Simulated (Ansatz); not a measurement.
Breaking a bond: GeBe, lowest singlet found (which spin is the ground state isn't settled by this scan).

Levels: RKS-PBE = restricted PBE/aug-cc-pVDZ in Ansatz (an electronic-structure program); RKS-PBE0 = restricted PBE0/aug-cc-pVDZ run with Ansatz; FCI = full CI/aug-cc-pVDZ, cores with 3d frozen in Ansatz.

Energies relative to the lowest point of each curve between 1.80 and 2.55 Å, where full CI is lowest, in kJ/mol; the last columns give the error against full CI:

| R / Å | RKS-PBE | RKS-PBE0 | FCI | RKS-PBE − FCI | RKS-PBE0 − FCI |
|---|---|---|---|---|---|
| 1.55 | 387.4 | 384.7 | 424.0 | -36.5 | -39.3 |
| 1.69 | 189.7 | 186.2 | 215.1 | -25.4 | -28.8 |
| 1.80 | 97.0 | 93.6 | 114.7 | -17.7 | -21.1 |
| 1.88 | 53.8 | 50.9 | 66.7 | -12.9 | -15.9 |
| 1.96 | 25.8 | 23.4 | 34.6 | -8.9 | -11.2 |
| 2.06 | 6.6 | 5.2 | 11.2 | -4.6 | -6.0 |
| 2.10 | 2.7 | 1.7 | 5.8 | -3.2 | -4.2 |
| 2.20 | 0.0 | 0.0 | 0.0 | 0.0 | 0.0 |
| 2.27 | 2.7 | 3.4 | 0.8 | 1.9 | 2.5 |
| 2.33 | 7.2 | 8.4 | 3.8 | 3.3 | 4.5 |
| 2.46 | 21.5 | 23.6 | 15.4 | 6.1 | 8.2 |
| 2.55 | 33.7 | 36.1 | 25.8 | 7.9 | 10.3 |

RKS-PBE is furthest from FCI at 1.55 (-36.5 kJ/mol, below); its mean absolute error over the points is 10.7 kJ/mol.

RKS-PBE0 is furthest from FCI at 1.55 (-39.3 kJ/mol, below); its mean absolute error over the points is 12.7 kJ/mol.

The scan ran from 1.55 to 7.36 Å; beyond the distances shown full CI changes its symmetry label. The restricted form behind RKS-PBE, RKS-PBE0 keeps the bonding electrons paired and can't separate into open-shell fragments. Also computed but left out beside FCI, since their determinant holds another spin at the minimum (<S²> over 0.7 above the pure value): UHF, UMP2, UCCSD, UCCSD(T), UKS-PBE0, UKS-BLYP, UKS-PBE, UKS-B3LYP/6-31G*, UHF/6-31G*, UHF/3-21G, UKS-LDA (SVWN5)/6-31G*.
